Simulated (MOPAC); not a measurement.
MOPAC input (AM1):

```
AM1 1SCF UHF MS=0.5 GEO-OK AUX(PRECISION=9) THREADS=1
C6H13

C     2.55092980 1    0.05999995 1   -0.38148346 1
C     1.13582222 1    0.45689305 1   -0.78758578 1
C     0.02592254 1   -0.19855405 1    0.07141675 1
C     0.13510911 1    0.19360314 1    1.50349011 1
C    -1.35786510 1    0.14256627 1   -0.50509109 1
C    -2.50329334 1   -0.61640794 1    0.15748917 1
H     2.77519043 1    0.37633379 1    0.63852734 1
H     3.29141287 1    0.51402166 1   -1.04251820 1
H     2.68274392 1   -1.02401482 1   -0.42980507 1
H     1.02399855 1    1.54421612 1   -0.73133825 1
H     0.96325388 1    0.17958024 1   -1.83228496 1
H     0.16729708 1   -1.28446569 1   -0.00426872 1
H     0.70911065 1   -0.38378882 1    2.21396004 1
H    -0.26874901 1    1.14236176 1    1.83646442 1
H    -1.35220231 1   -0.06811366 1   -1.57854039 1
H    -1.52120972 1    1.22120892 1   -0.40495286 1
H    -2.37259314 1   -1.69559150 1    0.04494076 1
H    -2.55376718 1   -0.40122154 1    1.22639780 1
H    -3.46423730 1   -0.34912879 1   -0.28599590 1
```

Output:

```
 *******************************************************************************
 **                                                                           **
 **                              MOPAC v23.2.5                                **
 **                                                                           **
 *******************************************************************************
 ** MOPAC's Digital Object Identifier: https://doi.org/10.5281/zenodo.6511958 **
 **                                                                           **
 ** Please cite the open-source release paper for use of this MOPAC version:  **
 ** J. E. Moussa and J. J. P. Stewart (2026)                                  **
 ** MOPAC: An open-source semiempirical molecular orbital program             **
 ** J. Open Source Softw., 11(119), 8025, https://doi.org/10.21105/joss.08025 **
 *******************************************************************************

                              AM1 CALCULATION RESULTS

 *******************************************************************************
 *  AM1        - The AM1 Hamiltonian to be used
 *  GEO-OK     - OVERRIDE INTERATOMIC DISTANCE AND OTHER SAFETY CHECKS
 *  UHF        - UNRESTRICTED HARTREE-FOCK CALCULATION
 *  MS=        - IN MECI, MAGNETIC COMPONENT OF SPIN =  0.5
 *  1SCF       - DO 1 SCF AND THEN STOP
 *  AUX        - OUTPUT AUXILIARY INFORMATION
 *******************************************************************************
AM1 1SCF UHF MS=0.5 GEO-OK AUX(PRECISION=9) THREADS=1
 C6H13

   ATOM   CHEMICAL          X               Y               Z
  NUMBER   SYMBOL      (ANGSTROMS)     (ANGSTROMS)     (ANGSTROMS)

     1       C          2.55092980  *   0.05999995  *  -0.38148346  *
     2       C          1.13582222  *   0.45689305  *  -0.78758578  *
     3       C          0.02592254  *  -0.19855405  *   0.07141675  *
     4       C          0.13510911  *   0.19360314  *   1.50349011  *
     5       C         -1.35786510  *   0.14256627  *  -0.50509109  *
     6       C         -2.50329334  *  -0.61640794  *   0.15748917  *
     7       H          2.77519043  *   0.37633379  *   0.63852734  *
     8       H          3.29141287  *   0.51402166  *  -1.04251820  *
     9       H          2.68274392  *  -1.02401482  *  -0.42980507  *
    10       H          1.02399855  *   1.54421612  *  -0.73133825  *
    11       H          0.96325388  *   0.17958024  *  -1.83228496  *
    12       H          0.16729708  *  -1.28446569  *  -0.00426872  *
    13       H          0.70911065  *  -0.38378882  *   2.21396004  *
    14       H         -0.26874901  *   1.14236176  *   1.83646442  *
    15       H         -1.35220231  *  -0.06811366  *  -1.57854039  *
    16       H         -1.52120972  *   1.22120892  *  -0.40495286  *
    17       H         -2.37259314  *  -1.69559150  *   0.04494076  *
    18       H         -2.55376718  *  -0.40122154  *   1.22639780  *
    19       H         -3.46423730  *  -0.34912879  *  -0.28599590  *

          CARTESIAN COORDINATES

    NO.       ATOM           X           Y           Z

     1         C          2.5509      0.0600     -0.3815
     2         C          1.1358      0.4569     -0.7876
     3         C          0.0259     -0.1986      0.0714
     4         C          0.1351      0.1936      1.5035
     5         C         -1.3579      0.1426     -0.5051
     6         C         -2.5033     -0.6164      0.1575
     7         H          2.7752      0.3763      0.6385
     8         H          3.2914      0.5140     -1.0425
     9         H          2.6827     -1.0240     -0.4298
    10         H          1.0240      1.5442     -0.7313
    11         H          0.9633      0.1796     -1.8323
    12         H          0.1673     -1.2845     -0.0043
    13         H          0.7091     -0.3838      2.2140
    14         H         -0.2687      1.1424      1.8365
    15         H         -1.3522     -0.0681     -1.5785
    16         H         -1.5212      1.2212     -0.4050
    17         H         -2.3726     -1.6956      0.0449
    18         H         -2.5538     -0.4012      1.2264
    19         H         -3.4642     -0.3491     -0.2860

  H: (AM1): M.J.S. DEWAR ET AL, J. AM. CHEM. SOC. 107 3902-3909 (1985)
  C: (AM1): M.J.S. DEWAR ET AL, J. AM. CHEM. SOC. 107 3902-3909 (1985)

           Empirical Formula: C6 H13  =    19 atoms

      MOLECULAR POINT GROUP   :   C1

          UHF CALCULATION, NO. OF ALPHA ELECTRONS =   19
                           NO. OF BETA  ELECTRONS =   18

 -------------------------------------------------------------------------------
 AM1 1SCF UHF MS=0.5 GEO-OK AUX(PRECISION=9) THREADS=1
 C6H13

     1SCF WAS SPECIFIED, SO BFGS WAS NOT USED
     SCF FIELD WAS ACHIEVED

                              AM1 CALCULATION
                                                       MOPAC v23.2.5 Linux

          FINAL HEAT OF FORMATION =         -2.72791 KCAL/MOL =     -11.41357 KJ/MOL

          COSMO AREA              =        148.84 SQUARE ANGSTROMS
          COSMO VOLUME            =        142.47 CUBIC ANGSTROMS

          IONIZATION POTENTIAL    =          9.282856 EV
          ALPHA SOMO LUMO (EV)    =         -9.283  3.621
          BETA  SOMO LUMO (EV)    =        -11.252  1.328
          NO. OF ALPHA ELECTRONS  =         19
          NO. OF BETA  ELECTRONS  =         18
          MOLECULAR WEIGHT        =         85.1687         POINT GROUP:  C1

          MOLECULAR DIMENSIONS (Angstroms)

            Atom       Atom       Distance
            H    19    H     8     6.85246
            H    15    H    13     4.03176
            H    14    H    17     2.81458

          SCF CALCULATIONS        =          1

   ATOM   CHEMICAL          X               Y               Z
  NUMBER   SYMBOL      (ANGSTROMS)     (ANGSTROMS)     (ANGSTROMS)

     1       C          2.55092980  *   0.05999995  *  -0.38148346  *
     2       C          1.13582222  *   0.45689305  *  -0.78758578  *
     3       C          0.02592254  *  -0.19855405  *   0.07141675  *
     4       C          0.13510911  *   0.19360314  *   1.50349011  *
     5       C         -1.35786510  *   0.14256627  *  -0.50509109  *
     6       C         -2.50329334  *  -0.61640794  *   0.15748917  *
     7       H          2.77519043  *   0.37633379  *   0.63852734  *
     8       H          3.29141287  *   0.51402166  *  -1.04251820  *
     9       H          2.68274392  *  -1.02401482  *  -0.42980507  *
    10       H          1.02399855  *   1.54421612  *  -0.73133825  *
    11       H          0.96325388  *   0.17958024  *  -1.83228496  *
    12       H          0.16729708  *  -1.28446569  *  -0.00426872  *
    13       H          0.70911065  *  -0.38378882  *   2.21396004  *
    14       H         -0.26874901  *   1.14236176  *   1.83646442  *
    15       H         -1.35220231  *  -0.06811366  *  -1.57854039  *
    16       H         -1.52120972  *   1.22120892  *  -0.40495286  *
    17       H         -2.37259314  *  -1.69559150  *   0.04494076  *
    18       H         -2.55376718  *  -0.40122154  *   1.22639780  *
    19       H         -3.46423730  *  -0.34912879  *  -0.28599590  *

                             CARTESIAN COORDINATES

   1    C        2.550929800     0.059999950    -0.381483460
   2    C        1.135822220     0.456893050    -0.787585780
   3    C        0.025922540    -0.198554050     0.071416750
   4    C        0.135109110     0.193603140     1.503490110
   5    C       -1.357865100     0.142566270    -0.505091090
   6    C       -2.503293340    -0.616407940     0.157489170
   7    H        2.775190430     0.376333790     0.638527340
   8    H        3.291412870     0.514021660    -1.042518200
   9    H        2.682743920    -1.024014820    -0.429805070
  10    H        1.023998550     1.544216120    -0.731338250
  11    H        0.963253880     0.179580240    -1.832284960
  12    H        0.167297080    -1.284465690    -0.004268720
  13    H        0.709110650    -0.383788820     2.213960040
  14    H       -0.268749010     1.142361760     1.836464420
  15    H       -1.352202310    -0.068113660    -1.578540390
  16    H       -1.521209720     1.221208920    -0.404952860
  17    H       -2.372593140    -1.695591500     0.044940760
  18    H       -2.553767180    -0.401221540     1.226397800
  19    H       -3.464237300    -0.349128790    -0.285995900

           Empirical Formula: C6 H13  =    19 atoms

      MOLECULAR POINT GROUP   :   C1

          ALPHA EIGENVALUES
 -37.60543 -32.86642 -29.37168 -25.88884 -22.98079 -20.59260 -16.34803 -15.42948
 -14.74568 -14.58882 -13.74429 -13.58229 -12.77863 -12.54540 -11.92249 -11.68330
 -11.60591 -11.29006  -9.28286   3.62138   3.81943   4.14603   4.24886   4.28605
   4.55032   4.60380   4.61414   4.87317   4.92742   4.99063   5.08808   5.10500
   5.22065   5.29300   5.37373   5.39415   5.57618

           BETA EIGENVALUES
 -37.41828 -32.83701 -28.81116 -25.19328 -22.94437 -20.34399 -16.23687 -15.28025
 -14.72772 -14.48692 -13.70059 -13.44987 -12.67451 -12.53555 -11.74717 -11.65130
 -11.50605 -11.25225   1.32842   3.65158   4.01627   4.22931   4.27245   4.56660
   4.58711   4.66342   4.77213   4.96729   5.05235   5.09458   5.10607   5.16194
   5.33599   5.39321   5.44090   5.58348   5.72909

              NET ATOMIC CHARGES AND DIPOLE CONTRIBUTIONS

  ATOM NO.   TYPE          CHARGE      No. of ELECS.   s-Pop       p-Pop
    1          C          -0.205498        4.2055     1.21526     2.99024
    2          C          -0.146032        4.1460     1.21648     2.92955
    3          C          -0.081317        4.0813     1.20273     2.87859
    4          C          -0.257337        4.2573     1.28813     2.96921
    5          C          -0.147664        4.1477     1.21447     2.93320
    6          C          -0.204648        4.2046     1.21541     2.98924
    7          H           0.073459        0.9265     0.92654
    8          H           0.071407        0.9286     0.92859
    9          H           0.069981        0.9300     0.93002
   10          H           0.077468        0.9225     0.92253
   11          H           0.076776        0.9232     0.92322
   12          H           0.087715        0.9123     0.91229
   13          H           0.111554        0.8884     0.88845
   14          H           0.107605        0.8924     0.89239
   15          H           0.075599        0.9244     0.92440
   16          H           0.076046        0.9240     0.92395
   17          H           0.069631        0.9304     0.93037
   18          H           0.074679        0.9253     0.92532
   19          H           0.070578        0.9294     0.92942
 DIPOLE           X         Y         Z       TOTAL
 POINT-CHG.     0.059     0.005    -0.208     0.216
 HYBRID         0.053     0.034     0.028     0.069
 SUM            0.112     0.038    -0.180     0.216

          ATOMIC ORBITAL ELECTRON POPULATIONS

     Atom    s        px        py        pz
    1  C   1.21526   0.95679   1.01573   1.01773
    2  C   1.21648   0.93446   1.00773   0.98736
    3  C   1.20273   0.93992   1.00791   0.93077
    4  C   1.28813   1.01161   1.00600   0.95159
    5  C   1.21447   0.93268   1.00525   0.99527
    6  C   1.21541   0.97431   1.00351   1.01141
    7  H   0.92654
    8  H   0.92859
    9  H   0.93002
   10  H   0.92253
   11  H   0.92322
   12  H   0.91229
   13  H   0.88845
   14  H   0.89239
   15  H   0.92440
   16  H   0.92395
   17  H   0.93037
   18  H   0.92532
   19  H   0.92942

                    (SZ)    =    0.500000
                    (S**2)  =    0.762028

          ATOMIC ORBITAL SPIN POPULATIONS

    Atom   Total    s     px     py     pz
         Atomic
    1  C -0.0034 -0.000 -0.002 -0.001 -0.000
    2  C  0.0573  0.010  0.019  0.010  0.019
    3  C -0.0966 -0.011 -0.019 -0.016 -0.051
    4  C  1.1330  0.065  0.699  0.269  0.100
    5  C  0.0213  0.003  0.011  0.003  0.005
    6  C -0.0010 -0.000 -0.001 -0.000  0.000
    7  H  0.0000  0.000
    8  H  0.0009  0.001
    9  H  0.0004  0.000
   10  H -0.0034 -0.003
   11  H -0.0017 -0.002
   12  H  0.0115  0.012
   13  H -0.0575 -0.057
   14  H -0.0573 -0.057
   15  H -0.0022 -0.002
   16  H -0.0014 -0.001
   17  H  0.0002  0.000
   18  H -0.0002 -0.000
   19  H  0.0003  0.000

 **********************
 *                    *
 * JOB ENDED NORMALLY *
 *                    *
 **********************

 == MOPAC DONE ==
```

The geometry given is a B3LYP-D3(BJ)/def2-TZVP minimum.
